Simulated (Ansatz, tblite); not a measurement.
Cost and result up the ladder for SnHMe2Et (C4H12Sn) (17 atoms). The state is a singlet with charge 0. Geometry: r2SCAN-D4/def2-SVP.

```xyz
17

Sn    0.146   -0.482   -0.617
H    -0.875   -0.831   -1.966
C     1.419    1.198   -1.104
H     2.044    0.964   -1.979
H     2.078    1.430   -0.253
H     0.814    2.088   -1.334
C     1.367   -2.211   -0.175
H     0.736   -3.078    0.071
H     2.024   -1.999    0.682
H     1.994   -2.470   -1.042
C    -1.085    0.031    1.100
C    -1.964    1.260    0.874
H    -0.402    0.184    1.954
H    -1.698   -0.854    1.347
H    -2.572    1.499    1.764
H    -1.363    2.157    0.645
H    -2.663    1.115    0.033
```

Ansatz on 2 threads of AMD EPYC 7R13 on a shared host; xTB runs through tblite on one thread. Times are rough, summed over both states, and most runs start from the orbitals of an earlier one. PBE0-D4/def2-TZVP serves as the yardstick here, not as an exact answer. The other state is a triplet.

In the def2 sets Sn takes a core potential; there is no spin–orbit coupling. The xTB rows come from tblite.

xTB has no spin-polarisation term.

| level | functions | wall time |
| --- | --- | --- |
| GFN2-xTB | 37 | 0.016 s |
| GFN1-xTB | 49 | 0.021 s |
| PBE-D4/def2-TZVP | 246 | 13 s |
| r2SCAN-D4/def2-TZVP | 246 | 22 s |
| PBE0-D4/def2-TZVP | 246 | 25 s |

(1) Estimate what each level gives for the vertical triplet (eV).

Results:

(1) 
```tsv
level	vertical triplet (eV)	difference from PBE0-D4/def2-TZVP (eV)
GFN2-xTB	5.58	-0.70
GFN1-xTB	5.82	-0.46
PBE-D4/def2-TZVP	5.95	-0.33
r2SCAN-D4/def2-TZVP	6.13	-0.16
PBE0-D4/def2-TZVP	6.29	0.00
```
